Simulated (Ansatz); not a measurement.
`B/N=C(/O)[SiH3]` + CH₃NH₂ → `BNC` + `N=C(O)[SiH3]` at 600 K and 1 bar (ligand exchange at a B–N bond).

Isolated molecules relaxed with PBE0-D4/def2-TZVP in Ansatz; ΔE leaves out vibrations. CCSD(T)/CBS adds triple-zeta CCSD(T) − MP2 to the extrapolated MP2 energy (def2 sets, frozen cores). One conformer a species, not always the lowest.

```csv
species,CCSD(T)/CBS energy (Eh),H − E (kJ/mol),S (J/(mol·K))
`B/N=C(/O)[SiH3]`,-485.40570,253.6,444.4
CH₃NH₂,-95.75281,199.3,283.8
`BNC`,-121.18426,242.2,328.7
`N=C(O)[SiH3]`,-459.99321,211.6,385.0
```

H − E and S are ideal-gas, rigid-rotor, harmonic terms from PBE0-D4/def2-TZVP, for one conformer and one mirror image of each species. 1 Eh = 2625.50 kJ/mol, R = 8.31446 J/(mol·K).

By hand: ΔE, ΔH, ΔS and ΔG.

ΔE = (-121.18426) + (-459.99321) − (-485.40570) − (-95.75281) = -0.01896 Eh = -49.8 kJ/mol. Δ(H − E) = 242.2 + 211.6 − 253.6 − 199.3 = 0.9, so ΔH = -48.9 kJ/mol. ΔS = 328.7 + 385.0 − 444.4 − 283.8 = -14.5 J/(mol·K). ΔG = -48.9 − 600 × (-14.5)/1000 = -40.2 kJ/mol.

By hand: the equilibrium constant, and the temperature at which ΔG would vanish if ΔH and ΔS stayed fixed.

log₁₀ K = −ΔG/(RT ln 10) = 3.5. ΔG = 0 at ΔH/ΔS = 3372 K, far beyond where these terms or the molecules hold.

The number of gas molecules stays the same, so ΔS is small and ΔH decides. A doubt of 5 kJ/mol in ΔE shifts log₁₀ K by 0.4 here. Other conformers and mirror images would add mixing entropy, several J/(mol·K) or more a flexible species. These are equilibria of isolated gas molecules and say nothing of rates. Largest T1 diagnostic: 0.015 (customary marks: 0.02 for closed shells, 0.045 for open ones).
